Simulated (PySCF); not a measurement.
Simulation results for B2ClH4Si

Calculation on a computer-drawn molecule: the log of a Hartree-Fock and frozen-core CCSD(T) single point meant for a local Hartree-Fock minimum, with one planted fault or none, to be diagnosed. Offsets are logged minus clean, where the clean run is the same molecule without the fault. The reference is restricted for singlets and unrestricted otherwise, and also for a bond in bohr or an excited solution. Adding or removing an electron swaps singlet and doublet. The excited solution moves the top pair (singlet) or top alpha electron (doublet) to the lowest empty orbital. Highest occupied and lowest empty are orbital energies over both spins, largest force is the largest gradient component, triples share is (T) over the correlation energy, the T1 limit is 0.02 restricted and 0.045 unrestricted, electrons count all cores, a negative frequency is imaginary (commonest isotopes), and the dipole is about the centre of nuclear charge. Program: PySCF 2.14.0.

Entry: B2ClH4Si

Logged structure:
```xyz
8
B2ClH4Si
B     -1.5620    -1.9072     4.3059
B     -1.9863    -1.3243     2.6511
Si    -2.0301     0.7182     2.0164
Cl    -2.3348    -2.6603     1.3392
H     -0.3445    -2.0828     4.6613
H     -2.4759    -2.1620     5.1657
H     -2.8994     1.0809     0.7530
H     -2.1553     1.8196     3.1400
```

```
meant charge                         : 0
meant multiplicity                   : 2
meant basis                          : cc-pV(D+d)Z
logged electrons                     : 45
logged basis functions               : 94
logged SCF converged                 : yes
logged spin squared                  : 0.7684
logged highest occupied              : -8.869 eV
logged lowest empty                  : 0.33822 eV
logged largest force                 : 0.031474 hartree/bohr
logged T1 diagnostic                 : 0.018731
logged D1 diagnostic                 : 0.079738
logged triples share                 : 0.030131
logged CC converged                  : yes
logged dipole magnitude              : 1.6334 debye
logged SCF stable within its kind    : yes
logged energy HF                     : -800.07832 hartree
logged energy CCSD(T)                : -800.53302 hartree
possible faults                      : no fault, one electron removed, one electron added, multiplicity raised by two, geometry at a saddle point, SCF held on an excited solution, minimal basis STO-3G, one bond length entered in bohr, all coordinates scaled
planted fault                        : all coordinates scaled, by +6.6 %
HF energy offset from clean run      : 15.55 kcal/mol
CCSD(T) energy offset from clean run : 13.76 kcal/mol
```

Drawn bonds:
```csv
atom,other atom,order
1,2,1
2,3,1
2,4,1
1,5,1
1,6,1
3,7,1
3,8,1
```
